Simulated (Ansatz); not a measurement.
One geometry of Si₂Se₄, several levels of theory.

```yaml
crystal:
  periodic: [false, false, false]
  atoms:
    - {symbol: Si, position_ang: [1.261258, -0.563062, 0.490902]}
    - {symbol: Si, position_ang: [-1.261892, 0.561976, -0.490525]}
    - {symbol: Se, position_ang: [-0.612548, 0.048791, 1.626567]}
    - {symbol: Se, position_ang: [3.040767, -1.357430, 1.186893]}
    - {symbol: Se, position_ang: [0.612870, -0.047780, -1.626231]}
    - {symbol: Se, position_ang: [-3.040465, 1.357504, -1.187596]}
basis:
  gaussian: {orbitals: def2-SVP, initial_orbitals: start.molden}
hamiltonian: {xc: pbe0, dispersion: d4}
scf: {omitted_lower_state_checks: [starts]}
output: {orbitals: {seedname: orbitals}}
```

The file start.molden holds the orbitals of an earlier run on this structure, at another level or in another basis.

```sh
$ ansatz run in.yaml --threads 4 --pin off --events-out ev --progress --plain --max-ram 4787MiB
```

Output, abridged:

```
Functional definition: PBE0
1560 factors; integrals over basis functions are off by at most 6.3e-4 eV
mean field evaluation 1: about -277084.0045 eV, gradient 8.1e0 eV
mean field evaluation 2: about -277084.0990 eV, gradient 1.1e-1 eV
mean field evaluation 4: about -277084.1110 eV, gradient 1.5e-4 eV
mean field -277084.11099197 eV, -10182.6532645988 hartree, gradient 1.2e-5 eV, S^2 0.000000; 0 other end points of the search recorded, 0 dependent functions left out
reference -277084.11101657 eV, -10182.6532655028 hartree; 82, 82 occupied and 82, 82 virtual orbitals, 1560 factors
Total energy: -277084.53241086 eV, -10182.6687514572 hartree
Checks for a lower state left out: starts
```

Run time 5.5 s (4 threads of Arm Neoverse V2 on a shared host).

First input, but with `hamiltonian: {xc: {text: "exchange = 0.60*pbe_x + 0.40*exact_x\ncorrelation = pbe_c"}}` (abridged; 5.5 s):

```
Functional definition: unnamed
mean field -277089.95843058 eV, -10182.8681540041 hartree, gradient 1.2e-5 eV, S^2 0.000000
Total energy: -277089.95845022 eV, -10182.8681547261 hartree
Checks for a lower state left out: starts
```

The first input with `gaussian: {orbitals: def2-TZVPD, initial_orbitals: start.molden}`, `hamiltonian: {xc: pbe, dispersion: d4}` (abridged; 9 s):

```
Functional definition: PBE
mean field -277112.32304837 eV, -10183.6900385486 hartree, gradient 2.4e-5 eV, S^2 0.000000
Total energy: -277112.80656945 eV, -10183.7078076205 hartree
Checks for a lower state left out: starts
```

As the first input, with `gaussian: {orbitals: 6-31G}`, `hamiltonian: {xc: {name: B3LYP}, dispersion: d4}` (abridged; 3.8 s):

```
Functional definition: B3LYP
mean field evaluation 16: about -277118.9068 eV, gradient 7.4e-5 eV
mean field -277118.90681011 eV, -10183.9319873301 hartree, gradient 7.4e-5 eV, S^2 0.000000
Total energy: -277119.71553093 eV, -10183.9617072720 hartree
Checks for a lower state left out: starts
```

As the first input, with `gaussian: {orbitals: def2-TZVP, initial_orbitals: start.molden}`, `hamiltonian: {xc: pbe}`, `correlation: {method: rpa}` and without the key `output` (abridged; 13 s):

```
Functional definition: PBE
mean field -277112.27162303 eV, -10183.6881487022 hartree, gradient 3.5e-6 eV, S^2 0.000000
46 core orbitals not correlated: weight in the atoms' cores, before any rotation towards them, 1.000 or more for the frozen orbitals, at most 0.000 for the correlated occupied ones
Total energy: -276990.81216901 eV, -10179.2245960954 hartree
Checks for a lower state left out: starts
```

Geometry: PBE0-D4/def2-SVP.

The 6-31G sets use Cartesian d functions. B3LYP takes the VWN-RPA correlation. Correlated methods freeze 46 core orbitals; core or outer-core shells of Se are correlated, in sets that lack core-valence functions. The structure comes from a short search, and lower isomers may exist.
